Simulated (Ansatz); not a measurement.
Coupled-cluster diagnostics for the cluster La2F6 (the lowest singlet isomer of a short search), Ansatz.

Geometry of the singlet (PBE0-D4/def2-SVP):

Cartesian coordinates in Å:
```
La -1.373 0.283 1.312
La 1.373 -0.286 -1.312
F 0.949 0.249 0.940
F -0.949 -0.267 -0.935
F -2.213 2.220 1.643
F 2.240 -2.210 -1.650
F -2.139 -1.308 2.517
F 2.112 1.319 -2.515
```

In the def2 sets La takes a core potential; there is no spin–orbit coupling. Correlated methods freeze 6 core orbitals; core or outer-core shells of La are correlated, in sets that lack core-valence functions. No other spin state of charge 0 was run. The structure comes from a short search, and lower isomers may exist.

Question: Estimate the CCSD(T) correlation energy, the shares of MP2 and (T), T1 and the reference's ⟨S²⟩ for: charge 0, singlet, own geometry in def2-SVP; and the rough time on 4 threads of Arm Neoverse V1 on a shared host.

Answer: 
```
                          state     basis  correlation (eV)  MP2 share (%)  (T) share (%)     T1  ⟨S²⟩ (pure)  wall time
charge 0, singlet, own geometry  def2-SVP           -40.917           97.6            1.9  0.017  0.00 (0.00)    1.9 min
```
Customary marks for T1 are 0.02 (closed shells), 0.045 (open shells) and about 0.05 (3d metals). T1 stays under 0.02 throughout.
